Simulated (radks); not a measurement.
Task: The neodymium ion Nd6+ is in [Xe]. Calculated with a radial shooting solver on a logarithmic mesh with Libxc functionals: Dirac Kohn-Sham, PBE, spin-unpolarised, spherical densities, finite nucleus; Fermi nuclear charge, rms radius of each element as measured or else 0.836 A^(1/3) + 0.57 fm. Sub-shells are occupied by j as written (lower j first in brackets). One electron is removed from 4d5/2, 5s1/2, 5p3/2, 5p1/2 in turn, with full relaxation. Which removal costs least, and what does each cost?

Result: 5p3/2 100.85 eV; 5p1/2 105.71 eV; 5s1/2 125.65 eV; 4d5/2 226.30 eV. The 5p3/2 electron leaves first.
